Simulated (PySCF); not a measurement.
# Static response to an electric field

Species: C₄H₁₀ClFSi.
Geometry (GFN2-xTB, Å), atoms numbered from 1 in this order:
```xyz
17
C4H10ClFSi angstrom
C     -2.4235   -0.8507   -0.2364
C     -1.1565   -0.0077   -0.3111
C     -0.2043   -0.3262    0.8466
Si     1.3732    0.7251    0.8557
F      0.9537    2.2894    0.9273
C      2.3424    0.5904   -0.7845
Cl     2.8449   -1.1006   -1.0694
H     -2.9533   -0.6638    0.6952
H     -3.0894   -0.6146   -1.0631
H     -2.1800   -1.9099   -0.2847
H     -0.6552   -0.2020   -1.2611
H     -1.4221    1.0509   -0.2824
H      0.0533   -1.3858    0.8072
H     -0.7370   -0.1738    1.7880
H      2.2402    0.5162    2.0045
H      3.2526    1.1864   -0.7732
H      1.7541    0.8888   -1.6501
```

Level: wB97X-D/def2-SVPD (PySCF), static field, nuclei fixed, core orbitals frozen in the response. The polarisability tensor in these axes (au):

```
x   95.35  1.45 -1.50
y    1.45 83.05  3.90
z   -1.50  3.90 80.76
```

Diagonalise the tensor; give its mean and Δα, where Δα² is half the sum of the squared differences of the eigenvalues.

Principal values 77.59, 85.97 and 95.60 au; mean 86.39 au = 12.80 Å³ = 14.24 × 10⁻⁴⁰ C²·m²/J; Δα = 15.60 au (18 % of the mean).

What is the dipole moment, and where does it point?

(-0.87, -0.18, -0.03) D, 0.89 D in size, pointing from the negative to the positive side. Measured along this direction, the outermost atoms are H16 at the negative end and H9 at the positive end.

Refractivity n − 1 of an ideal gas of it at 350 K and 1 atm, from the electronic α?

N = p/kT = 2.0968 × 10¹⁹ cm⁻³, so n − 1 = 2π × N × 12.80 × 10⁻²⁴ cm³ = 1687 × 10⁻⁶ at long wavelengths.

Along which axes do the principal values lie, and how far do the nuclei extend along each?

Largest value along (0.99, 0.09, -0.08), where the nuclei span 6.44 Å; middle along (-0.03, 0.80, 0.60), 3.99 Å; least along (0.12, -0.60, 0.79), 3.18 Å. The response follows the extents in order.

Traceless (Buckingham) quadrupole moment about the centre of nuclear charge: eigenvalues?

-9.66, 3.31, 6.35 D·Å. The values depend on the origin, since the dipole doesn't vanish. The electronic extent ⟨r²⟩ about the same centre is 1528 bohr², a root-mean-square distance of 2.40 Å for the 74 electrons.

Find the Langevin capture rate constant for NO+ (29.998 u) meeting this molecule (140.022 u), k = 2.342 × 10⁻⁹ cm³/s × √(α in Å³ / reduced mass in u).

The reduced mass is 24.71 u, so k = 1.69 × 10⁻⁹ cm³/s. The formula leaves out the permanent dipole, which adds to the capture rate.

Isolated species at its GFN2-xTB geometry (one conformer only).
